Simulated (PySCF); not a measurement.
Computed IR spectrum (relative IR intensity) of a molecule C2H8BNO2. Geometry: PBE-D3(BJ)/def2-SVP. Other conformers were not sampled. Computed with PBE-D3(BJ)/def2-SVP (PySCF). Frequencies are harmonic and unscaled.

ν (cm⁻¹): 382 (w), 391 (m), 428 (s), 454 (vw), 467 (m), 867 (w), 972 (w), 997 (s), 1152 (m), 1173 (s), 1201 (vw), 1229 (m), 1356 (m), 1399 (w), 1402 (m), 1415 (vw), 1546 (vs), 2841 (m), 2867 (m), 2878 (m), 2928 (m), 3051 (w), 3527 (w), 3644 (m), 3773 (m) (against the strongest line: vs over 80 %, s over 45 %, m over 15 %, w over 4 %, vw less)

Q: Which structure fits?
A) COCB(N)O
B) CCOB(N)O
C) CNB(O)OC
D) CN(C)B(O)O

A: A, COCB(N)O
